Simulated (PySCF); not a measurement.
BrFH₂OSi. Atoms are numbered in the order given.

```xyz
6

Si    -0.3881     0.3932     0.8561
O     -1.7974    -0.4038     1.1054
F     -0.6643     1.9137     0.3828
Br     0.7936    -0.5506    -0.7640
H      0.3593     0.4061     2.1221
H     -2.3446    -0.6340     0.3446
```
Charge 0, spin multiplicity 1.

Coordinates come from a r2SCAN-D4/def2-SVP optimisation. One conformer was computed; it need not be the lowest.

Computed with B3LYP/pcSseg-1 (PySCF).

GIAO shieldings, no solvent; atoms alike by connectivity are averaged. δ = σ(ref) − σ: ²⁹Si against TMS (σ = 338.7 ppm); ¹⁷O against H2O (σ = 333.8 ppm); ¹⁹F against CFCl3 (σ = 161.7 ppm); ¹H against TMS (σ = 31.68 ppm), references at their B3LYP-D3(BJ)/def2-TZVP geometries, non-relativistic (without spin–orbit terms, shifts of atoms bonded to Cl or Br come out too high).

```csv
atoms,nucleus,count,δ (ppm)
Si1,²⁹Si,1,-22.5
O2,¹⁷O,1,___
F3,¹⁹F,1,___
H5,¹H,1,5.41
H6,¹H,1,3.13
```

Task: Complete the blanks. (An estimate is asked for; the answer gives what the named calculation found.)

Result: 
- F3, δ (ppm): -123.4
- O2, δ (ppm): 89.1
